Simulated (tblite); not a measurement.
C5H7N3O.
Geometry (GFN2-xTB, Å), atoms numbered from 1 in this order:
```xyz
16
C5H7N3O angstrom
C     -1.6621    1.5616    0.4682
C     -0.5627    0.6236    0.1636
N      0.6931    0.9898   -0.0470
N      1.3464   -0.1303   -0.2847
C      2.7542   -0.1489   -0.5391
N      0.6261   -1.2095   -0.2471
C     -0.6137   -0.7886    0.0367
C     -1.7397   -1.6885    0.1691
O     -2.8699   -1.3505    0.4239
H     -1.2855    2.5800    0.4934
H     -2.1086    1.3073    1.4283
H     -2.4429    1.4723   -0.2855
H      3.0255    0.7541   -1.0823
H      2.9892   -1.0355   -1.1238
H      3.3091   -0.1793    0.4009
H     -1.4663   -2.7487    0.0136
```

Calculated harmonic vibrations of the isolated species, GFN2-xTB (tblite), most abundant isotopes, no scaling. The method is semi-empirical: single wavenumbers can be off by several per cent or more. One conformer, not necessarily the lowest. The optimisation stopped once no atom felt more than 0.01 eV/Å.

Lowest wavenumbers of the output (negative numbers stand for imaginary wavenumbers):
```
mode    cm-1
  1     -33.4
  2      31.1
  3     104.8
  4     142.9
  5     184.6
  6     244.3
  7     252.1
  8     323.3
  9     376.8
 10     494.6
```

Problem. Is this structure a minimum?

Solution. Not by this Hessian. 1 mode is imaginary beyond 20i (33i cm⁻¹), so at this level the point lies at or near a first-order saddle. The curvature is small, so loose convergence or finite differences may be the whole cause.

Problem. Which atoms move in the imaginary mode?

Solution. 33i: H13 (methyl hydrogen) 34 %, H14 (methyl hydrogen) 32 %, H15 (methyl hydrogen) 32 %. These are shares of the mass-weighted motion.

Problem. What is the remedy?

Solution. Step along that mode in both directions, optimise again with tighter thresholds and repeat the frequencies. The zero-point energy of this point (75.5 kcal/mol) counts the 41 real modes alone, and thermal corrections from it aren't those of a minimum.
